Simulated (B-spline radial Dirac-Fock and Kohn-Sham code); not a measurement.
Ionisation of each subshell: C⁵⁺

System: C⁵⁺, 1s1; nuclear rms radius 2.4702 fm (A = 12).

The computed values come from a radial atomic solver: multi-electron Dirac-Fock with separately optimised hole states, Breit and Lamb-shift corrections added in first order. The model has no electron correlation. Energies are counted from the vacuum level.

All terms are in eV, carry their sign (relaxation lowers the binding energy) and add up to the binding energy; ⟨r⟩ is the mean radius of the orbital in the initial state.

```csv
subshell,−ε (Koopmans),relaxation,Breit,self-energy,vacuum polarisation,binding energy,⟨r⟩ (bohr)
1s,490.0,0.00,0.00,-0.03,0.00,490.0,0.250
```

Going to the tabulated ground configuration of the next ion removes an electron from K (1s), computed at 490.0 eV. NIST lists 489.9932 eV as the ionisation energy of this species (theoretical), -0.02 eV from the computed value.
